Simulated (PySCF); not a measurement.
H3O3Si, doublet, at a GFN2-xTB geometry. Base run: BLYP/cc-pVDZ (PySCF).

Here is a job for PySCF.
```python
from pyscf import gto, scf, dft

mol = gto.M(
    atom='''
O    -0.84317475   -0.87603590   -0.91455838
Si   -0.16941596   -0.08038194    0.34291190
O    -0.28508537    1.51773913   -0.03316397
O     1.37066024   -0.57947772    0.49097699
H    -1.58178239   -0.47345656   -1.36288875
H     0.23413609    2.15205276    0.45211068
H     1.78026866   -1.05105329   -0.23602572
''',
    basis='cc-pvdz',
    spin=1,
    verbose=5,
)

mf = dft.UKS(mol)
mf.xc = 'blyp'
mf.kernel()
```

Variants of this job, named by their change:

```csv
change,ΔE vs base (mEh),fitting functions,dipole (D)
base,0.000,-,1.21
auxbasis = cc-pvdz-jkfit,-0.058,391,1.21
auxbasis = cc-pvtz-ri,-13.565,455,1.21
auxbasis = cc-pvqz-jkfit,-0.028,619,1.21
auxbasis = def2-universal-jfit,-0.206,231,1.21
auxbasis = def2-svp-ri,-464.9,248,1.21
auxbasis = def2-universal-jkfit,-0.083,413,1.21
auxbasis = def2-tzvp-ri,-18.707,386,1.21
auxbasis = autoaux,-0.070,575,1.21
auxbasis = even-tempered beta=3.0,-0.955,418,1.21
```

A fitting set is made for a task (jfit for Coulomb, jkfit for Coulomb and exchange, ri for correlation) and for a family of orbital bases.

Open shells are given as the SCF converged; they aren't shown to be the lowest states, and a large step between rows can be another state.
